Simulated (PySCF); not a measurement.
C2H4F, SMILES C[CH]F, multiplicity 2. Atoms are numbered in the order given.

```xyz
7

C     -1.1520     0.1680    -0.3059
C      0.3055     0.3778    -0.2222
F      0.9904    -0.5518     0.4841
H     -1.5972     0.9206    -0.9577
H     -1.6367     0.2429     0.6785
H     -1.3846    -0.8219    -0.7074
H      0.7837     1.3493    -0.2020
```
Charge 0, spin multiplicity 2.

Coordinates come from a B3LYP-D3(BJ)/def2-TZVP optimisation. The isomer is the one that the SMILES or the coordinates give; other isomers of the formula were not compared.

Method: B3LYP/def2-TZVPD in PySCF.

Gas-phase values at a fixed geometry.

Computed frontier levels, dipole moment and polarisability:
The α spin, highest occupied and lowest empty level comes out as -5.64 and 0.21 eV and the β spin, highest occupied and lowest empty level is -9.90 and -1.54 eV. The dipole moment is 1.67 D and the quadrupole, principal values (traceless, Buckingham form, about the centre of nuclear charge) is -1.40, -0.72, 2.11 D·Å. The mean static polarisability is 28.9 bohr³ (4.28 Å³). The polarisability, principal values is 25.8, 28.6, 32.1 bohr³ and the ⟨S²⟩ comes out as 0.754 (pure state 0.75).
